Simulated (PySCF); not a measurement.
PySCF 2.14 output of an unrestricted BP86 calculation on a single atom or ion in ANO-RCC-VTZP (7s6p4d2f1g, 68 functions), with scalar relativity by spin-free X2C-1e:

```
SCF conv_tol = 1e-09
number electrons alpha = 24  beta = 21
    A. D. Becke.,  Phys. Rev. A 38, 3098 (1988)
    J. P. Perdew.,  Phys. Rev. B 33, 8822 (1986)
cycle= 1 E= -4784.06552733071  delta_E= -0.0198  |g|= 0.098  |ddm|= 0.233
cycle= 2 E= -4784.06055806248  delta_E= 0.00497  |g|= 0.173  |ddm|= 0.144
cycle= 3 E= -4784.067992613  delta_E= -0.00743  |g|= 0.0022  |ddm|= 0.085
cycle= 4 E= -4784.06799330361  delta_E= -6.91e-07  |g|= 0.0019  |ddm|= 0.00308
cycle= 5 E= -4784.06799459647  delta_E= -1.29e-06  |g|= 3.41e-05  |ddm|= 0.00133
cycle= 6 E= -4784.06799459733  delta_E= -8.53e-10  |g|= 5.87e-06  |ddm|= 4.6e-05
converged SCF energy = -4784.06799459733  <S^2> = 3.7505464  2S+1 = 4.0002732
```

The run itself started from symmetry-adapted Hartree-Fock orbitals and held the occupation by maximum overlap, on a logarithmic radial grid, so the iterations belong to that start.

Task: Which element, charge and spin multiplicity is this?

Result: Rh (rhodium, neutral), multiplicity 4; the state was [Kr] 4d8 5s1, high-spin 4F determinant.
